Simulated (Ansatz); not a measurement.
```xyz
11

C     1.3418    0.0120   -0.0054
C     0.6773    1.1575    0.0066
C    -0.7050    1.1836    0.0446
C    -1.3602   -0.0397    0.0062
C    -0.7281   -1.2063   -0.0374
C     0.7032   -1.1858   -0.0460
H     1.2521    2.1523   -0.0483
H    -1.1924    2.1631   -0.0013
H    -2.4984   -0.0193    0.0423
H    -1.2256   -2.1132   -0.0332
H     1.2488   -2.1837   -0.0336
```

Basis set: 6-31G* (spherical functions). Correlated methods keep 6 orbitals frozen. Charge 0, multiplicity 2.

Computed with Ansatz (development build ahead of 0.2.0); each method stands on the lowest determinant of its kind that the runs found.

Give the atomization energy at this shape (free ground-state atoms in the same class of orbitals less the molecule, no zero-point energy) of doublet C₆H₅ by UHF-MP2, UHF.

```tsv
method	atomization energy
UHF-MP2	50.12 eV
UHF	39.90 eV
```

Caution: the shape is not the minimum; the unrestricted determinant is spin contaminated.
